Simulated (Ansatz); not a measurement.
Frontier orbitals of GeH4OTe (`[OH][GeH2][TeH]`).

Charge 0, multiplicity 1. Correlated methods include outer-core shells of Ge, Te, which these sets cover unevenly. Scalar relativity is left out up to krypton. Te: def2 effective core potential. The structure was optimised at the PBE0-D4/def2-TZVP level. It is one conformer, not always the lowest. Basis def2-TZVPP, Ansatz 0.2.0.

Orbital energies of one run (eV). Highest occupied ones, from the top: -5.92, -7.20, -8.01, -8.80, -9.37, -9.87, -11.77, -14.29, -16.59, -26.57, -31.72, -31.73, -31.78, -31.80. Empty: -1.56, -0.86, -0.41, 0.65, 1.20, 1.53.

Q: Which functional gave them?
A. BHLYP
B. HSE06 (plane-wave form)
C. B97M-V
D. PBE0

A: C. HOMO energies: B97M-V -5.92, BHLYP -7.59, PBE0 -6.71, HSE06 -6.32 eV.
